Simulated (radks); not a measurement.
The oxygen ion O4+, 4 electrons, occupied as [He] 2s2. Method: non-relativistic Kohn-Sham, exchange-only LDA, spin-polarised, spherical densities, point nucleus; computed with a radial shooting solver on a logarithmic mesh with Libxc functionals.

Normalised radial functions P(r) = r R(r), r in bohr:

r,1s,2s
0.007665,0.3096,0.0894
0.009287,0.3704,0.1069
0.01134,0.4450,0.1284
0.01385,0.5327,0.1537
0.01692,0.6350,0.1830
0.0205,0.7477,0.2154
0.02504,0.8809,0.2533
0.03059,1.0295,0.2955
0.03736,1.1917,0.3409
0.04527,1.3563,0.3861
0.05529,1.5306,0.4322
0.06753,1.6980,0.4736
0.08183,1.8396,0.5034
0.09995,1.9512,0.5172
0.1221,2.0081,0.5043
0.1491,1.9928,0.4548
0.1807,1.8982,0.3638
0.2207,1.7132,0.2170
0.2695,1.4508,0.0160
0.3292,1.1374,-0.2309
0.3989,0.8251,-0.4917
0.4872,0.5294,-0.7548
0.595,0.2969,-0.9655
0.7268,0.1414,-1.0789
0.8806,0.0575,-1.0676
1.076,0.0178,-0.9312
1.314,0.0041,-0.7051
1.592,0.0007,-0.4635
1.944,0.0001,-0.2486
2.375,0.0000,-0.1065
2.9,0.0000,-0.0349

1s: eigenvalue -613.39 eV, 0 radial nodes, <r> = 0.200 bohr, 90 % of the charge inside 0.358 bohr. 2s: eigenvalue -100.45 eV, 1 radial node at r = 0.273 bohr, <r> = 0.937 bohr, 90 % of the charge inside 1.44 bohr.
